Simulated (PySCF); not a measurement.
Radial density of Mo+ (molybdenum, charge +1)

CAM-B3LYP, [Kr] 4d5, high-spin 6S determinant. All numbers are calculated (PySCF 2.14, scalar relativity through the core potential, in def2-TZVPPD with the def2 core potential (28 electrons) (6s4p3d2f1g, 56 functions)). This is the valence pseudo-density: the core potential removes the inner electrons and smooths the orbitals near the nucleus.

| r (bohr) | 4πr²ρ (e/bohr) | 4πr²(ρα − ρβ) |
| --- | --- | --- |
| 0.0428 | 1.006e-05 | 0.0000 |
| 0.0720 | 4.335e-05 | 0.0000 |
| 0.121 | 0.0002713 | 0.0000 |
| 0.204 | 0.002949 | 0.0007 |
| 0.342 | 0.06970 | 0.0159 |
| 0.576 | 1.985 | 0.2873 |
| 0.969 | 10.71 | 2.0198 |
| 1.63 | 6.260 | 2.8075 |
| 2.74 | 1.067 | 0.9381 |
| 4.61 | 0.07358 | 0.0731 |
| 7.76 | 0.0001335 | 0.0001 |

Energies and moments cover only the electrons outside the core potential.
